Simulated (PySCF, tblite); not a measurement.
Isomers of C5H10NO (doublet state), one GFN2-xTB conformer each. Single-point energies are computed at B3LYP/pcH-1 (PySCF, gas phase, no added dispersion term), electronic only. GFN2-xTB treats the open shell by occupation alone, and not every SCF solution was tested for stability.

| SMILES | GFN2-xTB relative energy (kJ/mol) |
| --- | --- |
| C1CCOC[N]C1 | 0.0 |
| [CH]1CCCOCN1 | 1.4 |

Conformers: `[CH2:1]1[CH2:2][CH2:3][O:4][CH2:5][N:6][CH2:7]1` (doublet state) with C7–C1–C2–C3 59°, C1–C2–C3–O4 -65°, C2–C3–O4–C5 87°, C3–O4–C5–N6 -64°; `[CH:1]1[CH2:2][CH2:3][CH2:4][O:5][CH2:6][NH:7]1` (doublet state) with N7–C1–C2–C3 63°, C1–C2–C3–C4 -75°, C2–C3–C4–O5 63°, C3–C4–O5–C6 -69°.

Problem. What does B3LYP/pcH-1 give for the same structures?

Solution. 
```csv
SMILES,B3LYP/pcH-1 E (Eh),B3LYP/pcH-1 (kJ/mol),GFN2-xTB (kJ/mol),point group
[CH]1CCCOCN1,-326.48643,0.0,1.4,C1
C1CCOC[N]C1,-326.47920,19.0,0.0,C1
```

GFN2-xTB puts C1CCOC[N]C1 lowest instead. As drawn, the lower has an N–H bond, which the higher lacks. Neighbours under 21 kJ/mol apart ([CH]1CCCOCN1 and C1CCOC[N]C1) can change places with a better method, another conformer or zero-point energy.

Problem. What happens when harmonic zero-point energies from GFN2-xTB frequencies are added?

Solution. 
| SMILES | ZPE (kJ/mol) | electronic (kJ/mol) | with ZPE (kJ/mol) |
| --- | --- | --- | --- |
| [CH]1CCCOCN1 | 382.0 | 0.0 | 0.0 |
| C1CCOC[N]C1 | 380.6 | 19.0 | 17.6 |

The zero-point energies span 1.4 kJ/mol. The order is unchanged.
